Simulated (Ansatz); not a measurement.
The cluster K₅⁺, relaxed as a singlet with RKS PBE/def2-SVP in Ansatz, starting from the GFN2-xTB geometry. Force threshold 0.02 eV/Å.

The structure comes from a short search, and lower isomers may exist.

Start:

```xyz
5

K     1.6865    1.0299   -2.9069
K    -0.7842   -0.2072   -0.0629
K    -0.3782    0.3160    3.9036
K     1.0307   -2.9116    3.2747
K    -1.5548    1.7729   -4.2085
```

```tsv
step	energy (eV)	largest force component (eV/Å)	SCF passes
1	-81579.8616	0.498	16
2	-81579.9362	0.430	17
3	-81580.1325	0.185	18
4	-81580.1947	0.030	18
5	-81580.1984	0.013	18
6	-81580.1993	0.010	18
7	-81580.2014	0.011	17
8	-81580.2037	0.014	17
```

Force components are those of the run's own axes.

End:

Cartesian coordinates in Å:
```
K 2.209 1.360 -3.285
K -0.588 -0.188 -0.092
K -0.418 0.585 4.478
K 0.699 -3.203 3.084
K -1.902 1.445 -4.185
```

By distances, no bond broke or formed. The bond that changes most is K1–K5, from 3.57 to 4.21 Å (atoms count from 1).

The force fell under the threshold at step 5, but the optimiser went on and released 0.005 eV more. No frequencies were taken in this run, so the end may be a saddle point.

Run time 14 s (4 threads of Arm Neoverse V1 on a shared host).
